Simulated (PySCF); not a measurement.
A structure optimised at B3LYP-D3(BJ)/def2-SVP, used in a PySCF frequency run:

```xyz
8

N     -0.0508    -1.1499     1.0486
C      0.0000     0.0000     0.3151
N      0.0508     1.1499     1.0486
S      0.0000     0.0000    -1.3526
H      0.2684    -1.1599     2.0117
H      0.0485    -2.0095     0.5235
H     -0.2684     1.1599     2.0117
H     -0.0485     2.0095     0.5235
```
Charge 0, spin multiplicity 1.

Task: Write its SMILES, formula and point group.

Result: NC(N)=S, CH4N2S, C2

Task: What are its rotational constants (standard atomic weights)?

Result: 10.502, 5.0933, 3.4396 GHz
